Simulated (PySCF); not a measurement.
Structure problem from calculated spectra and properties.

Formula: C8H16O2.

- 1H NMR: chemical shifts (computed TMS as zero) by class: 3.53 (6 H), 2.92 (2 H), 2.11 (4 H), 1.10 (4 H) ppm [GIAO PBE0/pcSseg-1]
- Rotational structure: rotational constants A, B, C: 3.722, 0.633, 0.569 GHz [GFN2-xTB]
- Dipole: 0.03 D [PBE0/pcSseg-1]
- 13C NMR: chemical shifts (computed TMS as zero) by class: 83.9 (2 C), 58.3 (2 C), 33.1 (4 C) ppm [GIAO PBE0/pcSseg-1]
- NMR, other nuclei: isotropic shieldings of nuclei other than C and H, by class: 290 (2 O) ppm [GIAO PBE0/pcSseg-1]

The electronic properties come from PySCF, for the isolated species, density fitting. Levels stand in brackets. The structure is a single GFN2-xTB conformer in the gas phase; no vibrational or solvent corrections. NMR classes are plain means over equivalent atoms (diastereotopic ones count apart unless rotation or inversion swaps them), as if these changed places fast.

Problem. Give a SMILES that accounts for the data.

Solution. Numbering: `[CH3:1][O:2][C@H:3]1[CH2:4][CH2:5][C@H:6]([O:7][CH3:8])[CH2:9][CH2:10]1`. Its formula, C8H16O2, gives 1 degree of unsaturation: 1 ring and 0 π bonds in the structure found. 8 carbons fall into 3 classes; from least to most shielded: ring sp3 carbon bound to oxygen [C3/C6] (83.9 ppm, 2 C), methoxy carbon [C1/C8] (58.3 ppm, 2 C), ring CH2 carbon [C4/C5/C9/C10] (33.1 ppm, 4 C, up to 4.5 ppm apart in this geometry). Hydrogen classes from least to most shielded: 6 H on 2 methoxy carbons, C1/C8 (3.53 ppm, a mean of values up to 0.8 ppm apart in this geometry), 2 H on 2 like atoms (sp3 carbon bound to oxygen), C3/C6 (2.92 ppm), 4 H on 4 ring CH2 carbons, C4/C5/C9/C10 (2.11 ppm), 4 H on 4 ring CH2 carbons, C4/C5/C9/C10 (1.10 ppm). The other shieldings belong to: 290 ppm, ether oxygen [O2/O7]. By its constants the optimised geometry is an asymmetric top. Structure: `CO[C@H]1CC[C@H](OC)CC1`. Computed isomers that give other values at the same levels: `OC[C@@H]1CCC[C@@H](CO)C1` (13C chemical shifts (computed TMS as zero) by class: 71.6 (2 C), 41.6 (2 C), 33.2 (2 C), 30.2 (1 C), 25.5 (1 C) ppm). The assignments are read from this structure; whether some other isomer fits the data as well wasn't checked.
